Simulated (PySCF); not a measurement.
B3LYP has the VWN-RPA correlation part, as in Gaussian. Excitations are Tamm–Dancoff values on a coarser integration grid. The basis has no diffuse functions, so Rydberg states are missing or too high.

H₉GaSi₃, SMILES `[SiH3][Ga]([SiH3])[SiH3]` (charge 0, multiplicity 1)

The numbers are results of B3LYP-D3(BJ)/def2-TZVP run with PySCF, not measurements.

| Item | Value |
|---|---|
| HOMO | -7.05 eV |
| dipole moment | 0.014 e·Å |
| HOMO–LUMO gap | 4.24 eV |
| LUMO | -2.82 eV |
| S1 excitation (TDA) | 3.29 eV |
| S1 oscillator strength | 0.000 |
| T1 excitation (TDA) | 2.77 eV |
| S1–T1 gap (TDA) | 0.52 eV |
| total energy | -76161.95 eV |
| cost | around 2.7 core-minutes (rough) |

Bonds (Å): Si1–Ga2 2.430, Si1–H5 1.488, Si1–H6 1.485, Si1–H7 1.486, Ga2–Si3 2.430, Ga2–Si4 2.430, Si3–H8 1.485, Si3–H9 1.486, Si3–H10 1.488, Si4–H11 1.485, Si4–H12 1.485, Si4–H13 1.488. Angles (°): Ga2–Si1–H5 108.1, Ga2–Si1–H6 113.3, Ga2–Si1–H7 112.0, H5–Si1–H6 107.6, H5–Si1–H7 107.5, H6–Si1–H7 108.1, Si1–Ga2–Si3 119.5, Si1–Ga2–Si4 119.9, Si3–Ga2–Si4 120.6, Ga2–Si3–H8 113.6, Ga2–Si3–H9 111.4, Ga2–Si3–H10 108.4, H8–Si3–H9 108.1, H8–Si3–H10 107.8, H9–Si3–H10 107.4, Ga2–Si4–H11 113.1, Ga2–Si4–H12 112.0, Ga2–Si4–H13 108.1, H11–Si4–H12 108.1, H11–Si4–H13 107.6, H12–Si4–H13 107.5.
Charge 0, spin multiplicity 1.
